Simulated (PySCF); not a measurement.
From one molecule to another.

First species: C4H7NSi.
SMILES with atom numbers: `[CH:1]#[C:2][Si@@H:3]([CH3:4])[N:5]=[CH2:6]` (hydrogens: H7 on C1; H8 on Si3; H9, H10, H11 on C4; H12, H13 on C6)

Geometry (GFN2-xTB, Å), atoms numbered from 1 in this order:
```
atom  x, y, z in Å
C1    -0.8116    2.8803    0.0569
C2    -0.4841    1.7379    0.2337
Si3   -0.0099   -0.0284    0.5337
C4    -1.5078   -1.1639    0.2799
N5     1.0488   -0.3743   -0.7879
C6     2.2306   -0.7525   -0.8906
H7    -1.0975    3.8805   -0.1029
H8     0.5242   -0.1448    1.9028
H9    -1.8668   -1.1065   -0.7428
H10   -1.2704   -2.2022    0.4921
H11   -2.3206   -0.8681    0.9355
H12    2.9005   -0.9575   -0.0488
H13    2.6601   -0.9000   -1.8794
```

Second species: C₆H₉N₃.
Geometry (GFN2-xTB, Å), atoms numbered from 1 in this order:
```xyz
18
C6H9N3 angstrom
C     -2.9710    0.4847    0.0232
C     -2.1488   -0.6761   -0.5411
C     -0.6912   -0.4045   -0.3643
N     -0.1136   -0.8044    0.7760
C      1.1660   -0.5361    0.9031
C      1.8651    0.1308   -0.1150
C      3.3191    0.4443   -0.0326
N      1.2112    0.5029   -1.2052
N     -0.0572    0.2383   -1.3293
H     -2.7308    1.4050   -0.5037
H     -2.7580    0.6198    1.0813
H     -4.0318    0.2798   -0.0953
H     -2.3999   -1.5952   -0.0110
H     -2.3570   -0.7902   -1.6051
H      1.6447   -0.8540    1.8216
H      3.6301    0.9593   -0.9368
H      3.5202    1.0755    0.8313
H      3.8941   -0.4736    0.0780
```

Levels: PBE0/def2-SVPD for dipole moment, HOMO energy, LUMO energy, HOMO–LUMO gap, static isotropic polarisability and electronic spatial extent ⟨r²⟩ about the centre of nuclear charge; TDDFT PBE0/def2-SVPD for lowest singlet excitation; TDA PBE0/def2-SVPD for lowest triplet excitation (Tamm–Dancoff); GFN2-xTB for rotational constant A and rotational constant C. Geometries: GFN2-xTB. Each structure is a single optimised conformer of the isolated species, non-relativistic unless stated. Electronic properties by PySCF.

Dipoles, sizes and rotational constants follow the conformer. The torsions of the flexible species, by atom-mapped SMILES:
- `[CH:1]#[C:2][Si@@H:3]([CH3:4])[N:5]=[CH2:6]`: C2–Si3–N5–C6 122°
- `[CH3:1][CH2:2][c:3]1[n:4][cH:5][c:6]([CH3:7])[n:8][n:9]1`: C1–C2–C3–N4 89°

Values for the first species:

- Dipole moment: 1.05 D
- HOMO energy: -7.01 eV
- LUMO energy: -0.96 eV
- HOMO–LUMO gap: 6.05 eV
- Lowest singlet excitation: 3.99 eV
- Lowest triplet excitation (Tamm–Dancoff): 3.36 eV
- Static isotropic polarisability: 80.4 au
- Electronic spatial extent ⟨r²⟩ about the centre of nuclear charge: 836 bohr²
- Rotational constant A: 3.700 GHz
- Rotational constant C: 1.496 GHz

Problem. Estimate the same properties for the second species, and the change in each.

Solution. 
| property | first | second | second less first |
| --- | --- | --- | --- |
| dipole moment | 1.05 D | 2.42 D | +1.37 D |
| HOMO energy | -7.01 eV | -6.61 eV | +0.40 eV |
| LUMO energy | -0.96 eV | -1.87 eV | -0.91 eV |
| HOMO–LUMO gap | 6.05 eV | 4.74 eV | -1.31 eV |
| lowest singlet excitation | 3.99 eV | 2.97 eV | -1.02 eV |
| lowest triplet excitation (Tamm–Dancoff) | 3.36 eV | 2.28 eV | -1.08 eV |
| static isotropic polarisability | 80.4 au | 90.8 au | +10.4 au |
| electronic spatial extent ⟨r²⟩ about the centre of nuclear charge | 836 bohr² | 1325 bohr² | +489 bohr² |
| rotational constant A | 3.700 GHz | 4.691 GHz | +0.991 GHz |
| rotational constant C | 1.496 GHz | 0.922 GHz | -0.574 GHz |

On the first: The polarisability is 11.92 Å³ as a volume (1 au = 0.148185 Å³), or 1.55 au for each of the 52 electrons. S1 lies 2.06 eV below the HOMO–LUMO gap; its leading configuration is HOMO→LUMO, weight 0.97.

On the second: S1 lies 1.77 eV below the HOMO–LUMO gap; its leading configuration is HOMO→LUMO, weight 1.00. 1 of the 6 computed singlets lies in the visible range (750 to 380 nm, 1.65 to 3.26 eV), with an oscillator strength of 0.004.
